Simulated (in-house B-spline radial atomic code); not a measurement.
## The cobalt ion Co³⁺: [Ne] 3s2 3p5 3d6 6g1 (an excited or competing configuration)

Computed with a B-spline radial code for spherical atoms: Dirac-Hartree-Fock, average of configuration, Fermi nucleus of rms radius 3.7875 fm.

Z_r = [3n² - l(l+1)]/(2<r>); Z_e = n√(-2ε); the last column is Slater's effective charge. Values are occupation-weighted means over j.

```tsv
shell	electrons	ε (eV)	<r> (bohr)	Z_r	Z_e	Slater
1s	2	-7845.8	0.05615	26.71	24.01	26.70
2s	2	-1028.7	0.2537	23.65	17.39	22.85
2p	6	-886.34	0.2246	22.26	16.14	22.85
3s	2	-182.44	0.7594	17.78	10.99	16.10
3p	5	-140.68	0.7907	15.81	9.65	16.10
3d	6	-74.703	0.8713	12.05	7.03	8.25
6g	1	-6.0487	10.99	4.00	4.00	-
```

The least bound orbital is 6g9/2 at -6.049 eV, and it is also the most diffuse (<r> = 10.99 bohr).

Spin-orbit splittings of the orbital energies (j = l + 1/2 above j = l - 1/2 when positive): 2p 15.07 eV, 3p 2.053 eV, 3d 0.2398 eV, 6g 3.418e-05 eV.

For the 1s electron the small component carries 0.946 % of the norm, the zero-frequency Breit interaction raises the level by 9.404 eV, self-energy by 4.693 eV, and vacuum polarisation lowers it by 0.4087 eV.
